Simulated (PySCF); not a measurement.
Basis-set dependence of population analyses: `C[Si]1(Cl)OC=CO1`

C3H5ClO2Si.
Numbering: `[CH3:1][Si:2]1([Cl:3])[O:4][CH:5]=[CH:6][O:7]1` (hydrogens: H8, H9, H10 on C1; H11 on C5; H12 on C6)

PBE0 throughout (PySCF), one geometry, spherical d and f functions. Isolated species at its PBE0-D3(BJ)/def2-SVP geometry, gas phase. Atoms taken as equivalent share a column and are averaged.

Mulliken charges (e):

```csv
basis,functions,C1,Si2,Cl3,O4/O7,C5/C6,H8/H9/H10,H11/H12
STO-3G,48,-0.413,+1.018,-0.358,-0.317,-0.053,+0.100,+0.097
6-31G,81,-0.840,+1.203,-0.259,-0.692,+0.076,+0.235,+0.212
pcSseg-0,81,-1.232,+1.704,-0.361,-0.808,+0.050,+0.293,+0.263
6-31G*,116,-0.780,+1.002,-0.251,-0.557,+0.037,+0.227,+0.195
cc-pVDZ,131,-0.265,+0.730,-0.223,-0.378,+0.089,+0.088,+0.036
def2-SVP,131,-0.347,+0.868,-0.248,-0.442,+0.104,+0.099,+0.054
aug-cc-pVDZ,214,+0.470,+1.712,-0.433,-0.897,+0.740,-0.226,-0.379
"6-311+G(2d,p)",235,-0.725,+1.457,-0.255,-0.656,+0.016,+0.184,+0.126
def2-TZVP,259,-0.475,+0.716,-0.228,-0.346,-0.032,+0.157,+0.136
cc-pVTZ,288,-0.369,+0.626,-0.223,-0.298,-0.037,+0.121,+0.136
IGLO-III,313,-0.634,+1.439,-0.355,-0.580,+0.028,+0.157,+0.091
```

IAO charges (e):

```json
{"basis": "STO-3G", "functions": "48", "C1": "-0.652", "Si2": "+1.174", "Cl3": "-0.293", "O4/O7": "-0.393", "C5/C6": "-0.100", "H8/H9/H10": "+0.155", "H11/H12": "+0.146"}
{"basis": "6-31G", "functions": "81", "C1": "-0.742", "Si2": "+1.271", "Cl3": "-0.286", "O4/O7": "-0.549", "C5/C6": "-0.045", "H8/H9/H10": "+0.191", "H11/H12": "+0.186"}
{"basis": "pcSseg-0", "functions": "81", "C1": "-0.753", "Si2": "+1.309", "Cl3": "-0.290", "O4/O7": "-0.550", "C5/C6": "-0.041", "H8/H9/H10": "+0.187", "H11/H12": "+0.178"}
{"basis": "6-31G*", "functions": "116", "C1": "-0.749", "Si2": "+1.405", "Cl3": "-0.316", "O4/O7": "-0.584", "C5/C6": "-0.021", "H8/H9/H10": "+0.178", "H11/H12": "+0.169"}
{"basis": "cc-pVDZ", "functions": "131", "C1": "-0.745", "Si2": "+1.394", "Cl3": "-0.313", "O4/O7": "-0.577", "C5/C6": "-0.025", "H8/H9/H10": "+0.176", "H11/H12": "+0.170"}
{"basis": "def2-SVP", "functions": "131", "C1": "-0.740", "Si2": "+1.404", "Cl3": "-0.307", "O4/O7": "-0.579", "C5/C6": "-0.023", "H8/H9/H10": "+0.173", "H11/H12": "+0.165"}
{"basis": "aug-cc-pVDZ", "functions": "214", "C1": "-0.757", "Si2": "+1.410", "Cl3": "-0.316", "O4/O7": "-0.587", "C5/C6": "-0.028", "H8/H9/H10": "+0.180", "H11/H12": "+0.176"}
{"basis": "6-311+G(2d,p)", "functions": "235", "C1": "-0.768", "Si2": "+1.436", "Cl3": "-0.316", "O4/O7": "-0.596", "C5/C6": "-0.028", "H8/H9/H10": "+0.181", "H11/H12": "+0.176"}
{"basis": "def2-TZVP", "functions": "259", "C1": "-0.773", "Si2": "+1.454", "Cl3": "-0.320", "O4/O7": "-0.599", "C5/C6": "-0.026", "H8/H9/H10": "+0.181", "H11/H12": "+0.174"}
{"basis": "cc-pVTZ", "functions": "288", "C1": "-0.771", "Si2": "+1.442", "Cl3": "-0.320", "O4/O7": "-0.594", "C5/C6": "-0.027", "H8/H9/H10": "+0.181", "H11/H12": "+0.174"}
{"basis": "IGLO-III", "functions": "313", "C1": "-0.772", "Si2": "+1.445", "Cl3": "-0.314", "O4/O7": "-0.598", "C5/C6": "-0.028", "H8/H9/H10": "+0.181", "H11/H12": "+0.175"}
```

Hirshfeld charges (e):

| basis | functions | C1 | Si2 | Cl3 | O4/O7 | C5/C6 | H8/H9/H10 | H11/H12 |
| --- | --- | --- | --- | --- | --- | --- | --- | --- |
| STO-3G | 48 | -0.109 | +0.655 | -0.292 | -0.185 | -0.026 | +0.030 | +0.040 |
| 6-31G | 81 | -0.178 | +0.494 | -0.148 | -0.246 | -0.009 | +0.065 | +0.074 |
| pcSseg-0 | 81 | -0.184 | +0.514 | -0.142 | -0.231 | -0.015 | +0.057 | +0.066 |
| 6-31G* | 116 | -0.181 | +0.459 | -0.140 | -0.222 | -0.009 | +0.062 | +0.067 |
| cc-pVDZ | 131 | -0.196 | +0.479 | -0.131 | -0.207 | -0.021 | +0.060 | +0.061 |
| def2-SVP | 131 | -0.201 | +0.478 | -0.117 | -0.213 | -0.017 | +0.060 | +0.061 |
| aug-cc-pVDZ | 214 | -0.211 | +0.507 | -0.119 | -0.227 | -0.020 | +0.062 | +0.066 |
| 6-311+G(2d,p) | 235 | -0.201 | +0.497 | -0.116 | -0.228 | -0.019 | +0.060 | +0.067 |
| def2-TZVP | 259 | -0.205 | +0.490 | -0.116 | -0.222 | -0.018 | +0.061 | +0.065 |
| cc-pVTZ | 288 | -0.206 | +0.490 | -0.123 | -0.218 | -0.018 | +0.061 | +0.064 |
| IGLO-III | 313 | -0.209 | +0.492 | -0.104 | -0.224 | -0.020 | +0.061 | +0.064 |

Task: Which scheme is steadiest as the basis changes?

Result: Largest range over the bases for any column: Hirshfeld 0.20 e, IAO 0.28 e, Mulliken 1.70 e. Hirshfeld charges move least and Mulliken charges most, counted in e. Without the minimal STO-3G basis the ranges are Hirshfeld 0.05, IAO 0.18, Mulliken 1.70 e.

Task: How much do the charges still move between the two largest bases, cc-pVTZ and IGLO-III?

Result: At most, over all atoms: Mulliken 0.813 e, IAO 0.006 e, Hirshfeld 0.018 e.

Task: What do the same runs give for the total energy, the frontier levels and the dipole moment?

Result: 
```json
{"basis": "STO-3G", "energy (Eh)": "-1005.1993", "HOMO (eV)": "-3.45", "LUMO (eV)": "4.14", "μ (D)": "2.67"}
{"basis": "6-31G", "energy (Eh)": "-1016.8036", "HOMO (eV)": "-6.48", "LUMO (eV)": "0.63", "μ (D)": "2.46"}
{"basis": "pcSseg-0", "energy (Eh)": "-1015.5144", "HOMO (eV)": "-6.71", "LUMO (eV)": "0.75", "μ (D)": "2.34"}
{"basis": "6-31G*", "energy (Eh)": "-1016.9698", "HOMO (eV)": "-6.14", "LUMO (eV)": "1.20", "μ (D)": "1.95"}
{"basis": "cc-pVDZ", "energy (Eh)": "-1017.0225", "HOMO (eV)": "-6.15", "LUMO (eV)": "1.08", "μ (D)": "1.76"}
{"basis": "def2-SVP", "energy (Eh)": "-1016.5780", "HOMO (eV)": "-6.28", "LUMO (eV)": "1.00", "μ (D)": "1.61"}
{"basis": "aug-cc-pVDZ", "energy (Eh)": "-1017.0490", "HOMO (eV)": "-6.32", "LUMO (eV)": "-0.24", "μ (D)": "1.72"}
{"basis": "6-311+G(2d,p)", "energy (Eh)": "-1017.1212", "HOMO (eV)": "-6.35", "LUMO (eV)": "-0.10", "μ (D)": "1.66"}
{"basis": "def2-TZVP", "energy (Eh)": "-1017.1547", "HOMO (eV)": "-6.31", "LUMO (eV)": "0.77", "μ (D)": "1.59"}
{"basis": "cc-pVTZ", "energy (Eh)": "-1017.1502", "HOMO (eV)": "-6.27", "LUMO (eV)": "0.83", "μ (D)": "1.64"}
{"basis": "IGLO-III", "energy (Eh)": "-1017.1502", "HOMO (eV)": "-6.31", "LUMO (eV)": "0.53", "μ (D)": "1.48"}
```

The dipole is fixed by the density alone, so its range of 1.19 D shows that the density itself changes with the basis, not only its division among atoms.
